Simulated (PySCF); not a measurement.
C3H7, doublet, at a GFN2-xTB geometry. Base run: SVWN5/def2-SVP in PySCF.

The PySCF input:
```python
from pyscf import gto, scf, dft

mol = gto.Mole()
mol.atom = '''
    C     1.271440    0.261364    0.150511
    C     0.042259   -0.445716   -0.265651
    C    -1.303068    0.062008    0.075446
    H     2.102005   -0.434697    0.271268
    H     1.116034    0.796148    1.086836
    H     1.586389    1.001465   -0.598405
    H     0.124515   -1.233132   -0.995579
    H    -2.022267   -0.754058    0.151017
    H    -1.684198    0.748208   -0.693765
    H    -1.286263    0.610127    1.016792
'''
mol.basis = 'def2-svp'
mol.charge = 0
mol.spin = 1
mol.verbose = 4
mol.symmetry = True
mol.build()

mf = dft.UKS(mol)
mf.xc = 'lda,vwn'
mf.kernel()
mf.analyze()
```

Each row names what was changed in the base input (with any setting that the change needs).

```tsv
change	ΔE vs base (eV)	point group used	SCF cycles
base	0.00	Cs	9
symmetry = off	0.00	C1	9
irrep_nelec = A':(7, 7) A":(6, 5)	6.47	Cs	10
irrep_nelec = A':(9, 7) A":(4, 5)	9.92	Cs	11
```

Open shells are given as the SCF converged; they aren't shown to be the lowest states, and a large step between rows can be another state.
